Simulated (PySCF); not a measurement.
B(Cl)(H)(OSiH3) (BClH4OSi), SMILES [SiH3]OBCl. The structure is a stationary point at r2SCAN-D4/def2-SVP. One conformer was computed; it need not be the lowest.

All values below come from PySCF 2.14.0 with r2SCAN-D4/def2-SVP.

Harmonic wavenumbers (cm⁻¹): 108, 114, 202, 437, 699, 715, 732, 797, 840, 942, 953, 961, 1117, 1383, 2250, 2260, 2273, 2663. Rotational constants (GHz): 10.62, 2.404, 2.007; symmetry number 1.

Task: Work out the zero-point energy and the ideal-gas rigid-rotor harmonic-oscillator thermochemistry at 298.15 K and 1 atm.

Result: ZPE = ½ Σ hcν = ½ × 19444 cm⁻¹ = 27.80 kcal/mol. H − E(el) = 31.98 kcal/mol. Entropy in cal/(mol K): translation 39.55, rotation 26.24, vibration 11.13, total 76.92. G − E(el) = 9.05 kcal/mol. Cp = 20.39 cal/(mol K). Modes under 150 cm⁻¹ make the vibrational entropy uncertain.
